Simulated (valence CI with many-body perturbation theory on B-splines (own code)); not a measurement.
# E1 transitions of Lu38+

Level of theory: configuration interaction combined with many-body perturbation theory (CI+MBPT): five valence electrons over a frozen Dirac-Fock core [Ar] 3d10, radial functions for each j: 9 s, 9 p, 8 d, 6 f, 3 g, 1 h, with the one-electron correlation potential Σ1, the two-electron term Σ2, the three-electron term Σ3, Breit, model QED; selected CI, second order for the rest (own B-spline code, finite nucleus).

The last digits are not significant, and no measured levels were compared; by estimate large intervals hold to a few tenths of a per cent, small ones and those within an open d or f shell to about a per cent. Among the levels kept, up to 300 cm⁻¹ of a level comes from second order outside the variational space, and about a tenth of that is noise between levels of different J, which matters for small intervals.

Lines 1 to 50 of 222 in falling wavelength, among levels below 2697400 cm⁻¹, chosen from the strongest by gf and those to the six lowest levels. Wavelengths and rates use the calculated energies. Electric multipoles are in the length gauge, E1 and E2 with the static RPA response of the core. Weak lines are less certain than strong ones. Lines between different terms over intervals too small for the method are left out, as are lines whose strength nearly cancels. Where a level lies close to another of its J and parity, the split of strength between their lines is uncertain. The highest levels of a list are the least certain.

Levels are named by their leading jj configuration (3d3/2^4 stands for four electrons in 3d with j = 3/2), which in mixed levels can hold well under half, so a name can repeat and another be missing. Letters in brackets count levels of one name in rising energy.

| λ vac (nm) | Upper | Lower | A (s⁻¹) | log gf | Branch % |
| --- | --- | --- | --- | --- | --- |
| 420.6 | (4s 4p1/2^2 4p3/2^2) J=5/2 | (4s^2 4p3/2^3) J=3/2 | 8.98e+02 | -4.85 | 0.0 |
| 119.8 | (4s^2 4p3/2^3) J=3/2 | (4s^2 4p1/2^2 4d3/2) J=3/2 | 1.70e+04 | -4.84 | 0.2 |
| 74.43 | (4s^2 4p1/2^2 4d5/2) J=5/2 | (4s^2 4p3/2^3) J=3/2 | 5.35e+04 | -4.57 | 0.0 |
| 57.70 | (4s 4p1/2^2 4p3/2^2) J=1/2 | (4s^2 4p3/2^3) J=3/2 | 3.15e+06 | -3.50 | 0.0 |
| 52.21 | (4s 4p1/2^2 4p3/2^2) J=3/2 | (4s^2 4p3/2^3) J=3/2 | 8.10e+06 | -2.88 | 0.0 |
| 20.71 | (4s^2 4p1/2 4p3/2 4d3/2) J=3/2 [a] | (4s^2 4p3/2^3) J=3/2 | 2.96e+07 | -3.12 | 0.1 |
| 20.70 | (4s^2 4p1/2 4p3/2 4d3/2) J=5/2 [a] | (4s^2 4p3/2^3) J=3/2 | 2.53e+07 | -3.01 | 0.4 |
| 20.56 | (4s^2 4p1/2 4p3/2 4d3/2) J=1/2 [a] | (4s^2 4p3/2^3) J=3/2 | 6.03e+07 | -3.12 | 0.8 |
| 20.34 | (4s^2 4p1/2^2 4d3/2) J=3/2 | (4s^2 4p1/2 4p3/2^2) J=1/2 | 1.34e+06 | -4.48 | 0.0 |
| 18.58 | (4s 4p1/2^2 4p3/2 4d5/2) J=3/2 | (4s 4p1/2 4p3/2^3) J=3/2 | 4.12e+08 | -2.07 | 0.3 |
| 18.48 | (4s 4p1/2^2 4p3/2 4d3/2) J=5/2 [b] | (4s^2 4p1/2 4p3/2 4d5/2) J=7/2 [b] | 5.20e+08 | -1.80 | 0.8 |
| 18.40 | (4s^2 4p1/2^2 4d3/2) J=3/2 | (4s^2 4p1/2 4p3/2^2) J=5/2 | 3.29e+08 | -2.18 | 5.2 |
| 18.09 | (4s 4p1/2^2 4p3/2 4d3/2) J=5/2 [a] | (4s^2 4p1/2 4p3/2 4d3/2) J=3/2 [b] | 1.79e+09 | -1.28 | 6.0 |
| 18.01 | (4s 4p1/2^2 4p3/2 4d3/2) J=3/2 [a] | (4s^2 4p1/2 4p3/2 4d3/2) J=1/2 [b] | 7.33e+08 | -1.85 | 1.5 |
| 18.00 | (4s 4p1/2^2 4p3/2 4d3/2) J=1/2 [a] | (4s^2 4p1/2 4p3/2 4d3/2) J=1/2 [b] | 1.02e+09 | -2.00 | 4.0 |
| 17.92 | (4s 4p1/2^2 4p3/2 4d3/2) J=7/2 | (4s^2 4p1/2 4p3/2 4d5/2) J=9/2 | 2.20e+08 | -2.07 | 1.5 |
| 17.17 | (4s 4p1/2^2 4p3/2 4d3/2) J=7/2 | (4s^2 4p1/2 4p3/2 4d3/2) J=5/2 [b] | 3.75e+09 | -0.88 | 25.7 |
| 17.17 | (4s 4p1/2^2 4p3/2 4d5/2) J=5/2 | (4s^2 4p1/2 4p3/2 4d5/2) J=5/2 [c] | 9.16e+08 | -1.61 | 0.5 |
| 17.09 | (4s^2 4p1/2^2 4d3/2) J=3/2 | (4s^2 4p1/2 4p3/2^2) J=3/2 | 4.04e+07 | -3.15 | 0.6 |
| 17.01 | (4s^2 4p1/2 4p3/2 4d5/2) J=3/2 [a] | (4s^2 4p3/2^3) J=3/2 | 7.29e+08 | -1.90 | 8.1 |
| 16.90 | (4s 4p1/2^2 4p3/2 4d3/2) J=7/2 | (4s^2 4p1/2 4p3/2 4d5/2) J=5/2 [a] | 3.59e+08 | -1.91 | 2.5 |
| 16.88 | (4s 4p1/2^2 4p3/2 4d5/2) J=7/2 [a] | (4s^2 4p1/2 4p3/2 4d5/2) J=5/2 [c] | 7.37e+08 | -1.60 | 0.4 |
| 16.70 | (4s 4p1/2^2 4p3/2 4d5/2) J=5/2 | (4s^2 4p1/2 4p3/2 4d5/2) J=3/2 [c] | 8.44e+08 | -1.67 | 0.4 |
| 15.99 | (4s^2 4p1/2 4p3/2 4d5/2) J=5/2 [a] | (4s^2 4p3/2^3) J=3/2 | 1.53e+09 | -1.45 | 1.3 |
| 15.94 | (4s 4p1/2^2 4p3/2 4d5/2) J=5/2 | (4s^2 4p1/2 4p3/2 4d5/2) J=5/2 [b] | 4.82e+08 | -1.96 | 0.2 |
| 15.76 | (4s^2 4p1/2 4p3/2 4d3/2) J=5/2 [b] | (4s^2 4p3/2^3) J=3/2 | 8.13e+08 | -1.74 | 0.1 |
| 15.72 | (4s 4p1/2^2 4p3/2 4d5/2) J=7/2 [a] | (4s^2 4p1/2 4p3/2 4d5/2) J=7/2 [b] | 2.99e+09 | -1.05 | 1.6 |
| 15.70 | (4s 4p1/2^2 4p3/2 4d5/2) J=7/2 [a] | (4s^2 4p1/2 4p3/2 4d5/2) J=5/2 [b] | 2.68e+09 | -1.10 | 1.4 |
| 15.60 | (4s^2 4p1/2 4p3/2 4d3/2) J=3/2 [b] | (4s^2 4p3/2^3) J=3/2 | 1.48e+08 | -2.67 | 0.0 |
| 15.58 | (4s 4p1/2^2 4p3/2 4d5/2) J=3/2 | (4s^2 4p1/2 4p3/2 4d5/2) J=1/2 | 1.16e+09 | -1.77 | 0.9 |
| 15.56 | (4s 4p1/2^2 4p3/2 4d3/2) J=3/2 [b] | (4s^2 4p1/2 4p3/2 4d3/2) J=1/2 [b] | 1.30e+09 | -1.72 | 0.7 |
| 15.51 | (4s^2 4p1/2 4p3/2 4d3/2) J=1/2 [b] | (4s^2 4p3/2^3) J=3/2 | 9.92e+08 | -2.15 | 0.1 |
| 15.47 | (4s 4p1/2^2 4p3/2 4d3/2) J=3/2 [b] | (4s^2 4p1/2 4p3/2 4d3/2) J=3/2 [b] | 3.99e+09 | -1.24 | 2.2 |
| 15.36 | (4s 4p1/2^2 4p3/2^2) J=5/2 | (4s^2 4p1/2 4p3/2^2) J=5/2 | 3.97e+09 | -1.07 | 35.3 |
| 15.36 | (4s 4p1/2^2 4p3/2 4d5/2) J=5/2 | (4s^2 4p1/2 4p3/2 4d5/2) J=3/2 [b] | 1.83e+09 | -1.41 | 0.9 |
| 15.32 | (4s 4p1/2^2 4p3/2 4d3/2) J=3/2 [b] | (4s^2 4p1/2 4p3/2 4d3/2) J=5/2 [b] | 7.09e+08 | -2.00 | 0.4 |
| 15.22 | (4s 4p1/2^2 4p3/2 4d3/2) J=5/2 [b] | (4s^2 4p1/2 4p3/2 4d3/2) J=3/2 [b] | 1.09e+09 | -1.64 | 1.7 |
| 15.16 | (4s 4p1/2^2 4p3/2 4d5/2) J=9/2 | (4s^2 4p1/2 4p3/2 4d5/2) J=9/2 | 5.69e+09 | -0.71 | 32.3 |
| 15.08 | (4s 4p1/2^2 4p3/2 4d3/2) J=5/2 [b] | (4s^2 4p1/2 4p3/2 4d3/2) J=5/2 [b] | 2.05e+09 | -1.38 | 3.3 |
| 15.07 | (4s 4p1/2^2 4p3/2 4d5/2) J=3/2 | (4s^2 4p1/2 4p3/2 4d5/2) J=3/2 [b] | 1.40e+09 | -1.72 | 1.0 |
| 14.94 | (4s 4p1/2^2 4p3/2 4d3/2) J=5/2 [a] | (4s^2 4p1/2 4p3/2 4d3/2) J=7/2 | 2.22e+09 | -1.35 | 7.4 |
| 14.58 | (4s^2 4p1/2^2 4f5/2) J=5/2 | (4s^2 4p1/2 4p3/2 4d5/2) J=7/2 [b] | 5.73e+08 | -1.96 | 0.1 |
| 14.45 | (4s 4p1/2^2 4p3/2^2) J=5/2 | (4s^2 4p1/2 4p3/2^2) J=3/2 | 6.11e+09 | -0.94 | 54.4 |
| 14.44 | (4s 4p1/2^2 4p3/2 4d3/2) J=7/2 | (4s^2 4p1/2 4p3/2 4d3/2) J=7/2 | 6.93e+09 | -0.76 | 47.4 |
| 14.36 | (4s 4p1/2^2 4p3/2 4d5/2) J=7/2 [b] | (4s^2 4p1/2 4p3/2 4d5/2) J=7/2 [b] | 4.50e+08 | -1.95 | 0.4 |
| 14.34 | (4s 4p1/2^2 4p3/2 4d5/2) J=7/2 [b] | (4s^2 4p1/2 4p3/2 4d5/2) J=5/2 [b] | 1.15e+09 | -1.55 | 1.1 |
| 14.18 | (4s 4p1/2^2 4p3/2 4d5/2) J=9/2 | (4s^2 4p1/2 4p3/2 4d5/2) J=7/2 [a] | 1.19e+10 | -0.45 | 67.6 |
| 14.07 | (4s 4p1/2^2 4p3/2 4d3/2) J=5/2 [a] | (4s^2 4p1/2 4p3/2 4d3/2) J=5/2 [a] | 7.72e+09 | -0.86 | 25.9 |
| 14.07 | (4s 4p1/2^2 4p3/2 4d3/2) J=5/2 [a] | (4s^2 4p1/2 4p3/2 4d3/2) J=3/2 [a] | 2.66e+09 | -1.32 | 8.9 |
| 14.03 | (4s 4p1/2^2 4p3/2 4d3/2) J=1/2 [b] | (4s^2 4p1/2 4p3/2 4d3/2) J=1/2 [b] | 7.61e+09 | -1.35 | 2.1 |
